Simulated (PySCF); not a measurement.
CH7NSi, SMILES [SiH2](N)C.

Geometry: PBE0-D3(BJ)/def2-SVP. The values are those of a single conformer.

These are PBE0-D3(BJ)/def2-SVP run with PySCF 2.14.0 values and carry that method's errors.

Frequencies are harmonic and unscaled.

List the normal modes with their intensities. (An estimate is asked for; the answer gives what the named calculation found.)


| mode | ν (cm⁻¹) | IR (km/mol) | Raman (Å⁴/amu) | depolarisation | moving atoms (share of kinetic energy) |
|---|---|---|---|---|---|
| 1 | 162 | 11.9 | 1.3 | 0.75 | H 99 % |
| 2 | 180 | 3.4 | 0.7 | 0.75 | H 91 % |
| 3 | 231 | 8.7 | 3.2 | 0.73 | H 41 %, Si 21 %, N 21 %, C 17 % |
| 4 | 367 | 220.3 | 1.3 | 0.05 | H 72 %, N 26 % |
| 5 | 464 | 13.3 | 1.2 | 0.75 | H 91 %, Si 8 % |
| 6 | 658 | 7.4 | 3.1 | 0.75 | H 95 % |
| 7 | 664 | 4.2 | 15.4 | 0.24 | C 43 %, H 39 %, Si 12 % |
| 8 | 746 | 62.2 | 2.8 | 0.58 | H 59 %, C 22 %, Si 17 % |
| 9 | 848 | 21.1 | 9.7 | 0.61 | N 46 %, H 30 %, Si 22 % |
| 10 | 891 | 71.1 | 2.8 | 0.75 | H 72 %, C 15 %, Si 10 % |
| 11 | 911 | 18.3 | 12.8 | 0.75 | H 85 %, N 12 % |
| 12 | 924 | 118.7 | 17.5 | 0.74 | H 92 % |
| 13 | 944 | 251.6 | 6.6 | 0.64 | H 73 %, Si 19 % |
| 14 | 1259 | 30.6 | 0.9 | 0.47 | H 78 %, C 22 % |
| 15 | 1428 | 4.2 | 13.1 | 0.75 | H 96 % |
| 16 | 1430 | 2.6 | 12.8 | 0.75 | H 96 % |
| 17 | 1546 | 39.7 | 5.9 | 0.73 | H 90 %, N 10 % |
| 18 | 2219 | 115.9 | 169.8 | 0.08 | H 98 % |
| 19 | 2219 | 168.1 | 82.8 | 0.75 | H 96 % |
| 20 | 3049 | 3.4 | 144.0 | 0.00 | H 97 % |
| 21 | 3154 | 5.6 | 92.3 | 0.75 | H 91 %, C 9 % |
| 22 | 3157 | 5.4 | 79.3 | 0.75 | H 91 %, C 9 % |
| 23 | 3612 | 25.1 | 118.7 | 0.12 | H 96 % |
| 24 | 3711 | 30.1 | 69.7 | 0.75 | H 91 %, N 9 % |
